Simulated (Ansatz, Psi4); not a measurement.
KBr: a line through the functionals

The species is KBr (2 atoms), meant as a singlet with charge 0. As SMILES, `[K][Br]`. The coordinates come from a PBE0-D4/def2-TZVP relaxation.

The HOMO–LUMO gap y, in eV, basis def2-TZVPP; a is the functional's share of exact exchange. Programs: Ansatz 0.2.0, Psi4 1.11.

| functional | program | a | y (eV) |
| --- | --- | --- | --- |
| TPSS | Psi4 | 0 | 2.88 |
| revPBE | Ansatz | 0 | 2.56 |
| TPSSh | Psi4 | 0.1 | 3.53 |
| B3LYP | Ansatz | 0.2 | 3.84 |
| r2SCAN0 | Ansatz | 0.25 | ? |
| PBE0 | Ansatz | 0.25 | 4.37 |
| BHLYP | Ansatz | 0.5 | 5.64 |

**Question.** Fit y = c + s·a to the known rows and predict r2SCAN0.

**Answer.** 
1. Means of the 6 rows: a = 0.1750, y = 3.803.
2. Σ(Δa)² = 0.17875, Σ(Δa·Δy) = 1.04, so the slope is 1.04/0.17875 = 5.8182.
3. Intercept: 3.803 − (5.8182) × 0.1750 = 2.785. The largest residual of the fit is 0.23.
4. r2SCAN0: 2.785 + (5.8182) × 0.25 = 4.24 eV.

The run gave 4.99 eV, so the prediction is off by -0.75 eV, more than the largest residual. Exact exchange lowers occupied levels and raises empty ones. The rows mix families of semi-local functionals, which the line can't see.
